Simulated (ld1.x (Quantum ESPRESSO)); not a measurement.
# Building the TM potential for nitrogen (N) (revPBE, non-relativistic).

Input for ld1.x (Quantum ESPRESSO) 7.5:

```
&input
   title='N', zed=7., rel=0, dft='REVPBE', iswitch=3,
   config='[He] 2s2 2p3 3d-2',
   nld=3, rlderiv=2.30, eminld=-3.0, emaxld=5.0, deld=0.02
 /
 &inputp
   pseudotype=2, tm=.true., lloc=0,
   nlcc=.true., rcore=0.65,
   file_pseudopw='N.UPF', file_wfcaegen='ae.wfc', file_wfcncgen='nc.wfc', file_beta='beta', file_chi='chi'
 /
3
2P  2  1   3.00   0.00  2.10  2.10  0.0
3D  3  2  -2.00  -0.15  1.90  1.90  0.0
2S  1  0   2.00   0.00  0.75  0.75  0.0
 &test
   configts(1)='2s2 2p3'
 /
```

Command:

```bash
ld1.x < N.in > N.out
```

Output (shortened: banner, matrices, multipoles, cross overlaps and the repeated all-electron block are left out):

```
Program LD1 v.7.5
     --------------------------- All-electron run ----------------------------

     N

     atomic number is  7.00
     dft =REVPBE   lsd =0 sic =0 latt =0  beta=0.20 tr2=1.0E-14
     Exchange-correlation= REVPBE
                           (   1   4   4   4   0   0   0)
     mesh =1085 r(mesh) =  99.89202 a.u. xmin = -7.00 dx = 0.01250
     1 Ry =  13.60569312 eV

     n l     nl                  e(Ry)          e(Ha)          e(eV)
     1 0     1S 1( 2.00)       -28.2788       -14.1394      -384.7530
     2 0     2S 1( 2.00)        -1.3666        -0.6833       -18.5937
     2 1     2P 1( 3.00)        -0.5175        -0.2587        -7.0404

     final scf error:  4.6E-15 reached in  24 iterations

     Etot =    -108.949694 Ry,     -54.474847 Ha,   -1482.336103 eV

     Ekin =     108.610461 Ry,      54.305230 Ha,    1477.720598 eV
     Encl =    -256.061107 Ry,    -128.030553 Ha,   -3483.888836 eV
     Eh   =      51.738565 Ry,      25.869283 Ha,     703.939038 eV
     Exc  =     -13.237613 Ry,      -6.618807 Ha,    -180.106902 eV

     normalization and overlap integrals

     s(1S/1S) =  1.000000  <r> =   0.2296  <r2> =    0.0713  r(max) =   0.1483
     s(2S/2S) =  1.000000  <r> =   1.3187  <r2> =    2.1104  r(max) =   1.0167
     s(2P/2P) =  1.000000  <r> =   1.4854  <r2> =    2.9255  r(max) =   0.9793

     ------------------------ End of All-electron run ------------------------

     --------------------- Generating NC pseudopotential ---------------------

      Generating local pot.: lloc=0, matching radius rcloc =   0.7500

      Computing core charge for nlcc:

       r > 0.66 : true rho core
       r < 0.66 : rho core = a sin(br)/r    a=   0.82  b=   4.20

      Integrated core pseudo-charge :   0.16

      Wfc   2P  rcut= 2.126  Using Troullier-Martins method

      Wfc   3D  rcut= 1.923  Using Troullier-Martins method

     ------------------- End of pseudopotential generation -------------------

     Computing logarithmic derivative in   2.30564
     Computing logarithmic derivative in   2.30564
     Computing the partial wave expansion
       no projector for channel:   0
     R is outside the sphere for l=    1 j= 0.00
     R is outside the sphere for l=    2 j= 0.00

     ---------------------- Testing the pseudopotential ----------------------

     N

     atomic number is  7.00   valence charge is  5.00
     dft =REVPBE   lsd =0 sic =0 latt =0  beta=0.20 tr2=1.0E-14
     mesh =1085 r(mesh) =  99.89202 xmin = -7.00 dx = 0.01250

     n l     nl             e AE (Ry)        e PS (Ry)    De AE-PS (Ry)
     1 0     2S   1( 2.00)       -1.36661       -1.36661       -0.00000
     2 1     2P   1( 3.00)       -0.51746       -0.51746       -0.00000

     eps = 3.3E-16  iter =  9

     Etot =    -108.949694 Ry,     -54.474847 Ha,   -1482.336103 eV
     Etotps =   -19.214123 Ry,      -9.607062 Ha,    -261.421468 eV

     Ekin =      11.290992 Ry,       5.645496 Ha,     153.621774 eV
     Encl =     -38.547103 Ry,     -19.273552 Ha,    -524.460055 eV
     Ehrt =      16.014877 Ry,       8.007438 Ha,     217.893500 eV
     Ecxc =      -4.682044 Ry,      -2.341022 Ha,     -63.702455 eV
     (Ecc =      -0.152015 Ry,      -0.076007 Ha,      -2.068264 eV)
     Epseu=      -3.290845 Ry,      -1.645423 Ha,     -44.774232 eV

     ---------------------- End of pseudopotential test ----------------------
```

Generation and configuration tests took about 1.6 s on one core of a shared server CPU.

Transferability test of the new file with ld1.x, input:

```
&input
   title='N', zed=7., rel=0, dft='REVPBE', iswitch=2,
   config='[He] 2s2 2p3 3d-2'
 /
 &test
   file_pseudo='N.UPF', nconf=8,
   configts(1)='2s2 2p3',
   configts(2)='2s2 2p2',
   configts(3)='2s2 2p1',
   configts(4)='2s2 2p0',
   configts(5)='2s2 2p2.5',
   configts(6)='2s1 2p3',
   configts(7)='2s2 2p3.3',
   configts(8)='2s0 2p5'
 /
```

```bash
ld1.x < N.test.in > N.test.out
```

Pseudopotential blocks of its output, shortened (energy terms left out; the distinct warnings before each block abridged to one line each):

```
     ---------------------- Testing the pseudopotential ----------------------

     n l     nl             e AE (Ry)        e PS (Ry)    De AE-PS (Ry)
     1 0     2S   1( 2.00)       -1.36661       -1.36661       -0.00000
     2 1     2P   1( 3.00)       -0.51746       -0.51746       -0.00000

     eps = 3.1E-16  iter =  9

     Etot =    -108.949694 Ry,     -54.474847 Ha,   -1482.336103 eV
     Etotps =   -19.214123 Ry,      -9.607062 Ha,    -261.421468 eV

     ---------------------- End of pseudopotential test ----------------------

          ---------------------- Testing the pseudopotential ----------------------

     n l     nl             e AE (Ry)        e PS (Ry)    De AE-PS (Ry)
     1 0     2S   1( 2.00)       -2.38730       -2.38658       -0.00073
     2 1     2P   1( 2.00)       -1.51658       -1.50560       -0.01098  !

     eps = 1.8E-15  iter =  9

     Etot =    -107.954431 Ry,     -53.977216 Ha,   -1468.794866 eV
     Etotps =   -18.222483 Ry,      -9.111241 Ha,    -247.929510 eV
     dEtot_ae =       0.995263 Ry
     dEtot_ps =       0.991641 Ry,   Delta E=       0.003622 Ry

     ---------------------- End of pseudopotential test ----------------------

          ---------------------- Testing the pseudopotential ----------------------

     n l     nl             e AE (Ry)        e PS (Ry)    De AE-PS (Ry)
     1 0     2S   1( 2.00)       -3.61443       -3.59480       -0.01963  !
     2 1     2P   1( 1.00)       -2.75125       -2.69410       -0.05714  !

     eps = 6.5E-15  iter =  9

     Etot =    -105.838387 Ry,     -52.919193 Ha,   -1440.004610 eV
     Etotps =   -16.136470 Ry,      -8.068235 Ha,    -219.547854 eV
     dEtot_ae =       3.111307 Ry
     dEtot_ps =       3.077654 Ry,   Delta E=       0.033654 Ry

     ---------------------- End of pseudopotential test ----------------------

          Warning: n=2, l=1 expected 0 nodes, found 1
     ---------------------- Testing the pseudopotential ----------------------

     n l     nl             e AE (Ry)        e PS (Ry)    De AE-PS (Ry)
     1 0     2S   1( 2.00)       -5.00668       -4.93167       -0.07502  !
     2 1     2P   1( 0.00)       -4.18470       -4.01924       -0.16547  !

     eps = 5.4E-16  iter =  9

     Etot =    -102.385658 Ry,     -51.192829 Ha,   -1393.027837 eV
     Etotps =   -12.788604 Ry,      -6.394302 Ha,    -173.997816 eV
     dEtot_ae =       6.564037 Ry
     dEtot_ps =       6.425520 Ry,   Delta E=       0.138517 Ry

     ---------------------- End of pseudopotential test ----------------------

          ---------------------- Testing the pseudopotential ----------------------

     n l     nl             e AE (Ry)        e PS (Ry)    De AE-PS (Ry)
     1 0     2S   1( 2.00)       -1.84749       -1.84834        0.00086
     2 1     2P   1( 2.50)       -0.98441       -0.98171       -0.00270

     eps = 8.1E-15  iter =  9

     Etot =    -108.577138 Ry,     -54.288569 Ha,   -1477.267213 eV
     Etotps =   -18.842070 Ry,      -9.421035 Ha,    -256.359425 eV
     dEtot_ae =       0.372557 Ry
     dEtot_ps =       0.372053 Ry,   Delta E=       0.000503 Ry

     ---------------------- End of pseudopotential test ----------------------

          ---------------------- Testing the pseudopotential ----------------------

     n l     nl             e AE (Ry)        e PS (Ry)    De AE-PS (Ry)
     1 0     2S   1( 1.00)       -2.39570       -2.41234        0.01664  !
     2 1     2P   1( 3.00)       -1.52487       -1.53037        0.00549  !

     eps = 5.1E-17  iter =  9

     Etot =    -107.083625 Ry,     -53.541812 Ha,   -1456.946936 eV
     Etotps =   -17.340987 Ry,      -8.670493 Ha,    -235.936146 eV
     dEtot_ae =       1.866069 Ry
     dEtot_ps =       1.873137 Ry,   Delta E=      -0.007067 Ry

     ---------------------- End of pseudopotential test ----------------------

          ---------------------- Testing the pseudopotential ----------------------

     n l     nl             e AE (Ry)        e PS (Ry)    De AE-PS (Ry)
     1 0     2S   1( 2.00)       -1.11221       -1.11131       -0.00090
     2 1     2P   1( 3.30)       -0.27360       -0.27375        0.00016

     eps = 1.2E-15  iter = 16

     Etot =    -109.067601 Ry,     -54.533800 Ha,   -1483.940305 eV
     Etotps =   -19.332072 Ry,      -9.666036 Ha,    -263.026233 eV
     dEtot_ae =      -0.117907 Ry
     dEtot_ps =      -0.117948 Ry,   Delta E=       0.000041 Ry

     ---------------------- End of pseudopotential test ----------------------

          ---------------------- Testing the pseudopotential ----------------------

     n l     nl             e AE (Ry)        e PS (Ry)    De AE-PS (Ry)
     1 0     2S   1( 0.00)       -1.42921       -1.44111        0.01190  !
     2 1     2P   1( 5.00)       -0.57763       -0.58600        0.00837  !

     eps = 5.8E-15  iter = 11

     Etot =    -107.248669 Ry,     -53.624334 Ha,   -1459.192476 eV
     Etotps =   -17.509413 Ry,      -8.754707 Ha,    -238.227701 eV
     dEtot_ae =       1.701025 Ry
     dEtot_ps =       1.704710 Ry,   Delta E=      -0.003685 Ry

     ---------------------- End of pseudopotential test ----------------------
```
